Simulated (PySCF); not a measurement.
PySCF input file for prop-1-ynylboronic acid (C3H5BO2), SMILES C(#CC)B(O)O, TDDFT-PBE/def2-SVPD. Geometry: PBE-D3(BJ)/def2-SVP. One conformer was computed; it need not be the lowest.

```python
import numpy as np
from pyscf import gto, scf, dft, tdscf

mol = gto.M(
    atom='''
    C    -3.01027399    0.33842170    0.25720978
    C    -1.56890954    0.19106297    0.13076933
    C    -0.34840611    0.08095826    0.01713262
    B     1.17359215   -0.10596995   -0.10866228
    O     1.95297596    0.93031043   -0.54662642
    O     1.78528196   -1.30083130    0.21010630
    H    -3.38162317   -0.09533502    1.20943723
    H    -3.53912454   -0.17824051   -0.57138548
    H    -3.31235269    1.40631688    0.23180844
    H     2.88972672    0.65905541   -0.57276619
    H     1.13488739   -1.96043771    0.50770811
    ''',
    basis='def2-SVPD',
    charge=0,
    spin=0,
    max_memory=1600,
    verbose=4,
)
mf = dft.RKS(mol, xc='pbe').density_fit(auxbasis='def2-universal-jkfit')
mf.grids.level = 3
mf.conv_tol = 1e-9
mf.max_cycle = 100
mf.kernel()
mf.grids = dft.Grids(mol).set(level=1).build(with_non0tab=True)  # coarser grid for the response kernel
td = tdscf.TDDFT(mf)
td.singlet = True
td.nstates = 10
td.conv_tol = 1e-4
td.positive_eig_threshold = 1e-6
td.kernel(x0=td.get_init_guess(mf, 15))
td.analyze()
tt = tdscf.TDA(mf)
tt.singlet = False
tt.nstates = 4
tt.conv_tol = 1e-4
tt.positive_eig_threshold = 1e-6
tt.kernel(x0=tt.get_init_guess(mf, 9))
tt.analyze(verbose=3)
```

Log of the run:

```
PySCF version 2.14.0

[INPUT] verbose = 4
[INPUT] num. atoms = 11
[INPUT] num. electrons = 44
[INPUT] charge = 0
[INPUT] spin (= nelec alpha-beta = 2S) = 0
[INPUT] symmetry False subgroup None
[INPUT] Mole.unit = angstrom
[INPUT] Symbol           X                Y                Z      unit          X                Y                Z       unit  Magmom
[INPUT]  1 C     -3.010273990000   0.338421700000   0.257209780000 AA   -5.688593401002   0.639524327610   0.486056040760 Bohr   0.0
[INPUT]  2 C     -1.568909540000   0.191062970000   0.130769330000 AA   -2.964809344817   0.361056685846   0.247118219193 Bohr   0.0
[INPUT]  3 C     -0.348406110000   0.080958260000   0.017132620000 AA   -0.658392128025   0.152988938921   0.032375959596 Bohr   0.0
[INPUT]  4 B      1.173592150000  -0.105969950000  -0.108662280000 AA    2.217767745439  -0.200254182934  -0.205341949271 Bohr   0.0
[INPUT]  5 O      1.952975960000   0.930310430000  -0.546626420000 AA    3.690589692260   1.758031923526  -1.032974226251 Bohr   0.0
[INPUT]  6 O      1.785281960000  -1.300831300000   0.210106300000 AA    3.373693959527  -2.458214891262   0.397043364046 Bohr   0.0
[INPUT]  7 H     -3.381623170000  -0.095335020000   1.209437230000 AA   -6.390341647784  -0.180157077880   2.285505129553 Bohr   0.0
[INPUT]  8 H     -3.539124540000  -0.178240510000  -0.571385480000 AA   -6.687976101327  -0.336825748203  -1.079762068753 Bohr   0.0
[INPUT]  9 H     -3.312352690000   1.406316880000   0.231808440000 AA   -6.259439412066   2.657553747553   0.438054464963 Bohr   0.0
[INPUT] 10 H      2.889726720000   0.659055410000  -0.572766190000 AA    5.460792075638   1.245434225813  -1.082371232511 Bohr   0.0
[INPUT] 11 H      1.134887390000  -1.960437710000   0.507708110000 AA    2.144626349322  -3.704690356170   0.959429279121 Bohr   0.0

nuclear repulsion = 187.91513471101
number of shells = 70
number of NR pGTOs = 236
number of NR cGTOs = 166
basis = def2-SVPD
ecp = {}


******** <class 'pyscf.df.df_jk.DFRKS'> ********
method = DFRKS
initial guess = minao
damping factor = 0
level_shift factor = 0
DIIS = <class 'pyscf.scf.diis.CDIIS'>
diis_start_cycle = 1
diis_space = 8
diis_damp = 0
SCF conv_tol = 1e-09
SCF conv_tol_grad = None
SCF max_cycles = 100
direct_scf = False
XC library pyscf.dft.libxc version 7.1.2
    S. Lehtola, C. Steigemann, M. J. T. Oliveira, and M. A. L. Marques,  SoftwareX 7, 1–5 (2018)
XC functionals = pbe
    J. P. Perdew, K. Burke, and M. Ernzerhof,  Phys. Rev. Lett. 77, 3865 (1996)
    J. P. Perdew, K. Burke, and M. Ernzerhof,  Phys. Rev. Lett. 78, 1396 (1997)
    J. P. Perdew, K. Burke, and M. Ernzerhof,  Phys. Rev. Lett. 77, 3865 (1996)
    J. P. Perdew, K. Burke, and M. Ernzerhof,  Phys. Rev. Lett. 78, 1396 (1997)
radial grids:
    Treutler-Ahlrichs [JCP 102, 346 (1995); DOI:10.1063/1.469408] (M4) radial grids

becke partition: Becke, JCP 88, 2547 (1988); DOI:10.1063/1.454033
pruning grids: <function nwchem_prune>
grids dens level: 3
symmetrized grids: False
atomic radii adjust function: <function treutler_atomic_radii_adjust>
small_rho_cutoff = 0
Set gradient conv threshold to 3.16228e-05
Initial guess from minao.
tot grids = 133608
init E= -292.569213286959
  HOMO = -0.326058708954512  LUMO = -0.1203467784621  gap/eV = 5.59771
cycle= 1 E= -291.944440587668  delta_E= 0.625  |g|= 0.987  |ddm|= 8.83
  HOMO = -0.0983140712207091  LUMO = 0.00159013115274131  gap/eV = 2.71853
cycle= 2 E= -291.277588864062  delta_E= 0.667  |g|= 2.02  |ddm|= 3.06
  HOMO = -0.210711822973422  LUMO = -0.0373312993327235  gap/eV = 4.71792
cycle= 3 E= -292.107539502861  delta_E= -0.83  |g|= 0.36  |ddm|= 2.29
  HOMO = -0.241109340652536  LUMO = -0.0500459479304429  gap/eV = 5.19910
cycle= 4 E= -292.134828859455  delta_E= -0.0273  |g|= 0.209  |ddm|= 0.735
  HOMO = -0.247281124584303  LUMO = -0.0539070920962046  gap/eV = 5.26198
cycle= 5 E= -292.144521887599  delta_E= -0.00969  |g|= 0.0741  |ddm|= 0.282
  HOMO = -0.237755043457839  LUMO = -0.0485312815980867  gap/eV = 5.14904
cycle= 6 E= -292.145954342684  delta_E= -0.00143  |g|= 0.0101  |ddm|= 0.127
  HOMO = -0.237973332561958  LUMO = -0.0485582830834095  gap/eV = 5.15425
cycle= 7 E= -292.145980701836  delta_E= -2.64e-05  |g|= 0.00381  |ddm|= 0.0351
  HOMO = -0.237964743818087  LUMO = -0.0486637229630862  gap/eV = 5.15114
cycle= 8 E= -292.145983272256  delta_E= -2.57e-06  |g|= 0.0017  |ddm|= 0.0055
  HOMO = -0.237938638138032  LUMO = -0.0486868038275565  gap/eV = 5.14980
cycle= 9 E= -292.145983799319  delta_E= -5.27e-07  |g|= 0.000476  |ddm|= 0.00246
  HOMO = -0.237959058563681  LUMO = -0.0486830657890467  gap/eV = 5.15046
cycle= 10 E= -292.145983849361  delta_E= -5e-08  |g|= 8.29e-05  |ddm|= 0.000871
  HOMO = -0.237954017895011  LUMO = -0.0486775048944841  gap/eV = 5.15048
cycle= 11 E= -292.14598385028  delta_E= -9.19e-10  |g|= 5.42e-05  |ddm|= 0.000196
  HOMO = -0.237955772908513  LUMO = -0.0486812672151613  gap/eV = 5.15042
cycle= 12 E= -292.145983851059  delta_E= -7.79e-10  |g|= 4.6e-06  |ddm|= 0.000113
  HOMO = -0.237955054177891  LUMO = -0.0486802428685724  gap/eV = 5.15043
Extra cycle  E= -292.145983851053  delta_E= 5.85e-12  |g|= 6.77e-06  |ddm|= 2.85e-05
converged SCF energy = -292.145983851053
tot grids = 43440
Overwritten attributes  positive_eig_threshold  of <class 'pyscf.tdscf.rks.CasidaTDDFT'>


******** <class 'pyscf.tdscf.rks.CasidaTDDFT'> for <class 'pyscf.df.df_jk.DFRKS'> ********
nstates = 10 singlet
deg_eia_thresh = 1.000e-03
wfnsym = None
conv_tol = 0.0001
eigh lindep = 1e-12
eigh level_shift = 0
eigh max_cycle = 100


Excitation energies (eV)
[5.21852842 5.80111247 5.98701496 6.06499605 6.35896005 6.62341495
 6.74899057 6.88232421 7.04060353 7.16441258]

** Singlet excitation energies and oscillator strengths **
Excited State   1:      5.21853 eV    237.58 nm  f=0.0003
      22 -> 23       -0.70549
Excited State   2:      5.80111 eV    213.72 nm  f=0.0539
      21 -> 23       -0.55926
      22 -> 24        0.31399
      22 -> 25       -0.29437
Excited State   3:      5.98701 eV    207.09 nm  f=0.0255
      21 -> 23        0.17981
      22 -> 24        0.60995
      22 -> 25        0.30802
Excited State   4:      6.06500 eV    204.43 nm  f=0.0019
      21 -> 24        0.70497
Excited State   5:      6.35896 eV    194.98 nm  f=0.0003
      21 -> 25        0.70303
Excited State   6:      6.62341 eV    187.19 nm  f=0.0043
      22 -> 26       -0.70051
Excited State   7:      6.74899 eV    183.71 nm  f=0.0003
      21 -> 26        0.70666
Excited State   8:      6.88232 eV    180.15 nm  f=0.0526
      20 -> 23        0.67220
      22 -> 27       -0.11502
Excited State   9:      7.04060 eV    176.10 nm  f=0.1971
      20 -> 23       -0.15007
      21 -> 23       -0.20660
      22 -> 24       -0.10230
      22 -> 25        0.32976
      22 -> 27       -0.54942
Excited State  10:      7.16441 eV    173.06 nm  f=0.0007
      20 -> 24        0.70547

** Transition electric dipole moments (AU) **
state          X           Y           Z        Dip. S.      Osc.
  1         0.0037     -0.0151      0.0449      0.0023      0.0003
  2         0.6036      0.1068     -0.0604      0.3793      0.0539
  3        -0.2896      0.2909     -0.0729      0.1738      0.0255
  4         0.0084      0.0429      0.1048      0.0129      0.0019
  5         0.0016     -0.0246      0.0392      0.0021      0.0003
  6         0.1563      0.0333     -0.0287      0.0264      0.0043
  7        -0.0018      0.0104      0.0429      0.0020      0.0003
  8         0.3685      0.3842     -0.1696      0.3122      0.0526
  9         0.9752     -0.4370      0.0278      1.1427      0.1971
 10        -0.0071     -0.0151     -0.0630      0.0042      0.0007

** Transition velocity dipole moments (imaginary part, AU) **
state          X           Y           Z        Dip. S.      Osc.
  1         0.0008     -0.0027      0.0095      0.0001      0.0003
  2         0.1276      0.0252     -0.0134      0.0171      0.0535
  3        -0.0627      0.0703     -0.0182      0.0092      0.0279
  4         0.0030      0.0123      0.0315      0.0012      0.0035
  5         0.0007     -0.0053      0.0102      0.0001      0.0004
  6         0.0373      0.0040     -0.0056      0.0014      0.0039
  7        -0.0001      0.0035      0.0135      0.0002      0.0005
  8         0.0927      0.0955     -0.0423      0.0195      0.0514
  9         0.2509     -0.1147      0.0080      0.0762      0.1963
 10        -0.0020     -0.0043     -0.0174      0.0003      0.0008

** Transition magnetic dipole moments (imaginary part, AU) **
state          X           Y           Z
  1         0.1669     -0.0090     -0.0625
  2         0.0107     -0.0227      0.1921
  3         0.0136      0.0563      0.1010
  4        -0.0559     -0.0938      0.0577
  5         0.1075     -0.1396     -0.0415
  6         0.0582      0.1634      0.5090
  7         0.0602      0.5081     -0.1829
  8        -0.0137     -0.0444     -0.1298
  9        -0.0168     -0.0687     -0.1881
 10        -0.4343      0.0300      0.0463
Overwritten attributes  positive_eig_threshold  of <class 'pyscf.tdscf.rks.TDA'>


******** <class 'pyscf.tdscf.rks.TDA'> for <class 'pyscf.df.df_jk.DFRKS'> ********
nstates = 4 triplet
deg_eia_thresh = 1.000e-03
wfnsym = None
conv_tol = 0.0001
eigh lindep = 1e-12
eigh level_shift = 0
eigh max_cycle = 100


Excitation energies (eV)
[4.53658404 4.81320348 5.30895084 5.91347047]

** Triplet excitation energies and oscillator strengths **
Excited State   1:      4.53658 eV    273.30 nm  f=0.0000
Excited State   2:      4.81320 eV    257.59 nm  f=0.0000
Excited State   3:      5.30895 eV    233.54 nm  f=0.0000
Excited State   4:      5.91347 eV    209.66 nm  f=0.0000
```

The calculation finished and met its thresholds.
